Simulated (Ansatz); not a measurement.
A structure relaxed at r2SCAN-D4/def2-SVPD in Ansatz, charge -1, doublet:

```xyz
6

Si    1.3038   -1.5641   -0.2561
Si   -0.8962   -0.8158   -0.6807
Si    0.1876    0.9964    0.5166
O     0.1846    2.4142    1.1584
O    -2.3377   -1.0140   -1.2712
O     1.5578   -0.0167    0.5330
```

Problem. Give its formula and point group.

Solution. Si3O3⁻. Point group Cs (tolerance 0.1 Å).

Problem. Summarise the bond lengths by kind (pairs closer than 1.2 times the sum of covalent radii, bridged metal pairs left out).

Solution. 4 × O–Si 1.56 to 1.76 Å; 2 × Si–Si 2.36 to 2.43 Å.

Another isomer (doublet) lies 1.22 eV lower at PBE0-D4/def2-TZVPD; other spin states weren't run for this one.
